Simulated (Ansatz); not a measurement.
Ansatz (a program for electronic structure) input (B3LYP-D3(BJ)/def2-TZVP):

Ansatz 0.2 input:
```yaml
crystal:
  periodic: [false, false, false]
  atoms:
    - {symbol: C, position_ang: [2.92116234, 0.57709627, -0.11022527]}
    - {symbol: C, position_ang: [1.91181114, -0.43595022, 0.45540262]}
    - {symbol: C, position_ang: [0.54006170, 0.13744859, 0.58694025]}
    - {symbol: C, position_ang: [-0.49634002, 0.00854825, -0.33304323]}
    - {symbol: C, position_ang: [-0.38478875, -0.70090625, -1.51205814]}
    - {symbol: C, position_ang: [-1.82695721, 0.65586844, 0.00041042]}
    - {symbol: C, position_ang: [-2.74047486, -0.27249071, 0.80573180]}
    - {symbol: H, position_ang: [3.92052415, 0.14084575, -0.16932408]}
    - {symbol: H, position_ang: [2.97709296, 1.46668770, 0.52005099]}
    - {symbol: H, position_ang: [2.62484424, 0.89577266, -1.11061121]}
    - {symbol: H, position_ang: [2.25836809, -0.76463512, 1.44004899]}
    - {symbol: H, position_ang: [1.89984207, -1.32391323, -0.17928974]}
    - {symbol: H, position_ang: [0.35853115, 0.75674724, 1.46009709]}
    - {symbol: H, position_ang: [0.52352582, -1.21351643, -1.79405873]}
    - {symbol: H, position_ang: [-1.21664728, -0.76435679, -2.20034630]}
    - {symbol: H, position_ang: [-1.65205921, 1.57387815, 0.56661867]}
    - {symbol: H, position_ang: [-2.32990101, 0.94894082, -0.92385487]}
    - {symbol: H, position_ang: [-2.94994877, -1.18775702, 0.24899061]}
    - {symbol: H, position_ang: [-3.69174616, 0.21218109, 1.03470108]}
    - {symbol: H, position_ang: [-2.26927202, -0.55856084, 1.74802673]}
basis:
  gaussian:
    orbitals: def2-TZVP
hamiltonian:
  xc: b3lyp
  dispersion: d3bj
magnetization: {spin_polarized: true, initial_magnetization: 1}
phonons: {temperatures: {t_min: 298.15, t_max: 298.15, t_step: 100}}
```

Output:

```
Functional definition: B3LYP
integrals: 0.28 GiB planned
1832 factors; their error is unknown
0.37 GiB of the device are held for the grids
1.98 GiB of device memory are held for the factors and their scratch space
mean field: 2.43 GiB planned
mean field evaluation 1: about -7454.9699 eV, gradient 6.1e1 eV
mean field evaluation 2: about -7443.6689 eV, gradient 7.5e1 eV
mean field evaluation 4: about -7472.8834 eV, gradient 5.9e0 eV
mean field evaluation 8: about -7473.0497 eV, gradient 2.1e-1 eV
mean field evaluation 16: about -7473.0067 eV, gradient 7.3e-3 eV
mean field -7473.00671888 eV, -274.6279315328 hartree, gradient 4.9e-5 eV, S^2 0.776688; 0 other end points of the search recorded, 0 dependent functions left out
the calculation of the forces begins
reference -7473.00707259 eV, -274.6279445315 hartree; 28, 27 occupied and 267, 268 virtual orbitals, 1832 factors
these checks for a lower state are left out or cut short: stability, starts, cluster_reference, orbital_swaps, neighbouring_geometries, increment
integrals: 0.28 GiB planned
1832 factors; their error is unknown
0.37 GiB of the device are held for the grids
1.98 GiB of device memory are held for the factors and their scratch space
mean field: 2.43 GiB planned
mean field -7473.00663489 eV, -274.6279284463 hartree, gradient 2.0e-6 eV, S^2 0.776685; 0 other end points of the search recorded, 0 dependent functions left out
the calculation of the forces begins
reference -7473.00698856 eV, -274.6279414436 hartree; 28, 27 occupied and 267, 268 virtual orbitals, 1832 factors
these checks for a lower state are left out or cut short: stability, starts, cluster_reference, orbital_swaps, neighbouring_geometries, increment
integrals: 0.28 GiB planned
1832 factors; their error is unknown
0.37 GiB of the device are held for the grids
1.98 GiB of device memory are held for the factors and their scratch space
mean field: 2.43 GiB planned
mean field evaluation 32: about -7473.0065 eV, gradient 5.9e-4 eV
mean field -7473.00649208 eV, -274.6279231983 hartree, gradient 2.0e-6 eV, S^2 0.776690; 0 other end points of the search recorded, 0 dependent functions left out
the calculation of the forces begins
reference -7473.00684583 eV, -274.6279361983 hartree; 28, 27 occupied and 267, 268 virtual orbitals, 1832 factors
these checks for a lower state are left out or cut short: stability, starts, cluster_reference, orbital_swaps, neighbouring_geometries, increment
integrals: 0.28 GiB planned
1832 factors; their error is unknown
0.37 GiB of the device are held for the grids
1.98 GiB of device memory are held for the factors and their scratch space
mean field: 2.43 GiB planned
mean field -7473.00658212 eV, -274.6279265072 hartree, gradient 2.0e-6 eV, S^2 0.776679; 0 other end points of the search recorded, 0 dependent functions left out
the calculation of the forces begins
reference -7473.00693580 eV, -274.6279395046 hartree; 28, 27 occupied and 267, 268 virtual orbitals, 1832 factors
these checks for a lower state are left out or cut short: stability, starts, cluster_reference, orbital_swaps, neighbouring_geometries, increment
integrals: 0.28 GiB planned
1832 factors; their error is unknown
0.37 GiB of the device are held for the grids
1.98 GiB of device memory are held for the factors and their scratch space
mean field: 2.43 GiB planned
mean field -7473.00654550 eV, -274.6279251612 hartree, gradient 2.0e-6 eV, S^2 0.776696; 0 other end points of the search recorded, 0 dependent functions left out
[...]
1832 factors; their error is unknown
0.37 GiB of the device are held for the grids
1.98 GiB of device memory are held for the factors and their scratch space
mean field: 2.43 GiB planned
mean field -7473.00668448 eV, -274.6279302687 hartree, gradient 2.0e-6 eV, S^2 0.776687; 0 other end points of the search recorded, 0 dependent functions left out
the calculation of the forces begins
reference -7473.00703821 eV, -274.6279432680 hartree; 28, 27 occupied and 267, 268 virtual orbitals, 1832 factors
these checks for a lower state are left out or cut short: stability, starts, cluster_reference, orbital_swaps, neighbouring_geometries, increment
integrals: 0.28 GiB planned
1832 factors; their error is unknown
0.37 GiB of the device are held for the grids
1.98 GiB of device memory are held for the factors and their scratch space
mean field: 2.43 GiB planned
mean field evaluation 800: about -7473.0540 eV, gradient 5.8e-4 eV
mean field -7473.00668781 eV, -274.6279303912 hartree, gradient 2.0e-6 eV, S^2 0.776688; 0 other end points of the search recorded, 0 dependent functions left out
the calculation of the forces begins
reference -7473.00704151 eV, -274.6279433892 hartree; 28, 27 occupied and 267, 268 virtual orbitals, 1832 factors
these checks for a lower state are left out or cut short: stability, starts, cluster_reference, orbital_swaps, neighbouring_geometries, increment
integrals: 0.28 GiB planned
1832 factors; their error is unknown
0.37 GiB of the device are held for the grids
1.98 GiB of device memory are held for the factors and their scratch space
mean field: 2.43 GiB planned
mean field -7473.00671420 eV, -274.6279313608 hartree, gradient 2.0e-6 eV, S^2 0.776688; 0 other end points of the search recorded, 0 dependent functions left out
the calculation of the forces begins
reference -7473.00706793 eV, -274.6279443602 hartree; 28, 27 occupied and 267, 268 virtual orbitals, 1832 factors
these checks for a lower state are left out or cut short: stability, starts, cluster_reference, orbital_swaps, neighbouring_geometries, increment
integrals: 0.28 GiB planned
1832 factors; their error is unknown
0.37 GiB of the device are held for the grids
1.98 GiB of device memory are held for the factors and their scratch space
mean field: 2.43 GiB planned
mean field -7473.00668749 eV, -274.6279303794 hartree, gradient 2.0e-6 eV, S^2 0.776687; 0 other end points of the search recorded, 0 dependent functions left out
the calculation of the forces begins
reference -7473.00704118 eV, -274.6279433774 hartree; 28, 27 occupied and 267, 268 virtual orbitals, 1832 factors
these checks for a lower state are left out or cut short: stability, starts, cluster_reference, orbital_swaps, neighbouring_geometries, increment
integrals: 0.28 GiB planned
1832 factors; their error is unknown
0.37 GiB of the device are held for the grids
1.98 GiB of device memory are held for the factors and their scratch space
mean field: 2.43 GiB planned
mean field -7473.00665360 eV, -274.6279291338 hartree, gradient 2.0e-6 eV, S^2 0.776687; 0 other end points of the search recorded, 0 dependent functions left out
the calculation of the forces begins
reference -7473.00700731 eV, -274.6279421325 hartree; 28, 27 occupied and 267, 268 virtual orbitals, 1832 factors
these checks for a lower state are left out or cut short: stability, starts, cluster_reference, orbital_swaps, neighbouring_geometries, increment
integrals: 0.28 GiB planned
1832 factors; their error is unknown
0.37 GiB of the device are held for the grids
1.98 GiB of device memory are held for the factors and their scratch space
mean field: 2.43 GiB planned
mean field evaluation 832: about -7473.0067 eV, gradient 1.5e-6 eV
mean field -7473.00672050 eV, -274.6279315925 hartree, gradient 2.0e-6 eV, S^2 0.776687; 0 other end points of the search recorded, 0 dependent functions left out
the calculation of the forces begins
reference -7473.00707421 eV, -274.6279445912 hartree; 28, 27 occupied and 267, 268 virtual orbitals, 1832 factors
these checks for a lower state are left out or cut short: stability, starts, cluster_reference, orbital_swaps, neighbouring_geometries, increment
integrals: 0.28 GiB planned
1832 factors; their error is unknown
0.37 GiB of the device are held for the grids
1.98 GiB of device memory are held for the factors and their scratch space
mean field: 2.43 GiB planned
mean field -7473.00668558 eV, -274.6279303091 hartree, gradient 2.0e-6 eV, S^2 0.776688; 0 other end points of the search recorded, 0 dependent functions left out
the calculation of the forces begins
reference -7473.00703927 eV, -274.6279433072 hartree; 28, 27 occupied and 267, 268 virtual orbitals, 1832 factors
these checks for a lower state are left out or cut short: stability, starts, cluster_reference, orbital_swaps, neighbouring_geometries, increment
integrals: 0.28 GiB planned
1832 factors; their error is unknown
0.37 GiB of the device are held for the grids
1.98 GiB of device memory are held for the factors and their scratch space
mean field: 2.43 GiB planned
mean field -7473.00671137 eV, -274.6279312568 hartree, gradient 2.0e-6 eV, S^2 0.776687; 0 other end points of the search recorded, 0 dependent functions left out
the calculation of the forces begins
reference -7473.00706509 eV, -274.6279442561 hartree; 28, 27 occupied and 267, 268 virtual orbitals, 1832 factors
these checks for a lower state are left out or cut short: stability, starts, cluster_reference, orbital_swaps, neighbouring_geometries, increment
integrals: 0.28 GiB planned
1832 factors; their error is unknown
0.37 GiB of the device are held for the grids
1.98 GiB of device memory are held for the factors and their scratch space
mean field: 2.43 GiB planned
mean field -7473.00667137 eV, -274.6279297868 hartree, gradient 2.0e-6 eV, S^2 0.776687; 0 other end points of the search recorded, 0 dependent functions left out
the calculation of the forces begins
reference -7473.00702511 eV, -274.6279427868 hartree; 28, 27 occupied and 267, 268 virtual orbitals, 1832 factors
these checks for a lower state are left out or cut short: stability, starts, cluster_reference, orbital_swaps, neighbouring_geometries, increment
integrals: 0.28 GiB planned
1832 factors; their error is unknown
0.37 GiB of the device are held for the grids
1.98 GiB of device memory are held for the factors and their scratch space
mean field: 2.43 GiB planned
mean field -7473.00660798 eV, -274.6279274574 hartree, gradient 2.0e-6 eV, S^2 0.776687; 0 other end points of the search recorded, 0 dependent functions left out
the calculation of the forces begins
reference -7473.00696166 eV, -274.6279404548 hartree; 28, 27 occupied and 267, 268 virtual orbitals, 1832 factors
Total energy: -7473.76649530 eV, -274.6558528013 hartree
Atom 0 at     2.921162     0.577096    -0.110225 Å, force     0.001137    -0.000511     0.000076 eV/Å
Atom 1 at     1.911811    -0.435950     0.455403 Å, force    -0.001974     0.000129    -0.000495 eV/Å
Atom 2 at     0.540062     0.137449     0.586940 Å, force     0.001683    -0.000252    -0.000085 eV/Å
Atom 3 at    -0.496340     0.008548    -0.333043 Å, force    -0.000542     0.001832    -0.001398 eV/Å
Atom 4 at    -0.384789    -0.700906    -1.512058 Å, force    -0.000191    -0.001456    -0.000635 eV/Å
Atom 5 at    -1.826957     0.655868     0.000410 Å, force    -0.000211    -0.000778     0.000044 eV/Å
Atom 6 at    -2.740475    -0.272491     0.805732 Å, force    -0.000208    -0.000458     0.000604 eV/Å
Atom 7 at     3.920524     0.140846    -0.169324 Å, force     0.000105     0.000004    -0.000018 eV/Å
Atom 8 at     2.977093     1.466688     0.520051 Å, force     0.000111     0.001074     0.001029 eV/Å
Atom 9 at     2.624844     0.895773    -1.110611 Å, force    -0.000648     0.000306    -0.001327 eV/Å
Atom 10 at     2.258368    -0.764635     1.440049 Å, force     0.000716    -0.000381     0.001521 eV/Å
Atom 11 at     1.899842    -1.323913    -0.179290 Å, force    -0.000273    -0.001060    -0.000483 eV/Å
Atom 12 at     0.358531     0.756747     1.460097 Å, force    -0.000576     0.000072     0.000633 eV/Å
Atom 13 at     0.523526    -1.213516    -1.794059 Å, force     0.000162     0.000493     0.000651 eV/Å
Atom 14 at    -1.216647    -0.764357    -2.200346 Å, force     0.000038     0.000579    -0.000053 eV/Å
Atom 15 at    -1.652059     1.573878     0.566619 Å, force     0.000254    -0.000044     0.000001 eV/Å
Atom 16 at    -2.329901     0.948941    -0.923855 Å, force     0.000063    -0.000273     0.000005 eV/Å
Atom 17 at    -2.949949    -1.187757     0.248991 Å, force     0.000346     0.000173    -0.000009 eV/Å
Atom 18 at    -3.691746     0.212181     1.034701 Å, force    -0.000092     0.000075     0.000070 eV/Å
Atom 19 at    -2.269272    -0.558561     1.748027 Å, force     0.000100     0.000475    -0.000131 eV/Å
Dipole moment:     0.030370     0.028365     0.057619 e Å
Vibrations: 31.12 45.61 100.89 207.49 229.13 239.79 320.33 379.53 441.00 508.96 551.51 594.09 745.21 766.32 793.75 799.57 842.78 896.61 976.87 1007.61 1052.71 1066.20 1087.79 1117.95 1146.74 1264.16 1270.25 1300.84 1335.98 1354.69 1377.01 1404.17 1409.84 1472.09 1491.20 1493.53 1495.46 1496.79 1509.69 1514.59 1540.51 3021.22 3029.63 3030.07 3034.81 3063.43 3064.47 3092.72 3092.90 3098.50 3102.17 3139.99 3155.48 3240.70 cm⁻¹, zero-point energy 4.887856 eV
```

It need not be the lowest isomer of its formula.
